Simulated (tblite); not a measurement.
C6H5FO2.
SMILES with atom numbers: `[CH3:1][c:2]1[cH:3][o:4][c:5]([C:6](=[O:7])[F:8])[cH:9]1` (hydrogens: H10, H11, H12 on C1; H13 on C3; H14 on C9)

Geometry (GFN2-xTB, Å), atoms numbered from 1 in this order:
```
atom  x, y, z in Å
C1    -2.2671    0.4679   -0.0268
C2    -0.8695   -0.0359    0.0555
C3    -0.4533   -1.3066    0.3742
O4     0.8729   -1.4121    0.3402
C5     1.3583   -0.1986   -0.0062
C6     2.7853   -0.0153   -0.1236
O7     3.6776   -0.7756    0.0378
F8     3.0603    1.2814   -0.4871
C9     0.3145    0.6856   -0.1928
H10   -2.8468    0.1291    0.8287
H11   -2.7492    0.0953   -0.9298
H12   -2.2744    1.5538   -0.0552
H13   -1.0111   -2.1857    0.6339
H14    0.4019    1.7163   -0.4710
```

Method: GFN2-xTB as coded in tblite; computed harmonic values from a numerical Hessian at the method's own geometry, unscaled. This tight-binding method is rough: wavenumbers can miss measured ones by several per cent, in bad cases by 10 to 20. One conformer, not necessarily the lowest. The optimisation stopped once no atom felt more than 0.01 eV/Å.

Lowest wavenumbers of the output (negative numbers stand for imaginary wavenumbers):
```
mode    cm-1
  1     -48.9
  2      75.1
  3     135.7
  4     136.8
  5     291.4
  6     310.8
  7     386.5
  8     500.6
  9     579.5
 10     597.1
```

Question: Is this structure a minimum?

Answer: Not by this Hessian. 1 mode is imaginary beyond 20i (49i cm⁻¹), so at this level the point lies at or near a first-order saddle. The curvature is small, so loose convergence or finite differences may be the whole cause.

Question: Which atoms move in the imaginary mode?

Answer: 49i: H11 (methyl hydrogen) 34 %, H10 (methyl hydrogen) 34 %, H12 (methyl hydrogen) 29 %. These are shares of the mass-weighted motion.

Question: What is the remedy?

Answer: Step along that mode in both directions, optimise again with tighter thresholds and repeat the frequencies. The zero-point energy of this point (60.8 kcal/mol) counts the 35 real modes alone, and thermal corrections from it aren't those of a minimum.
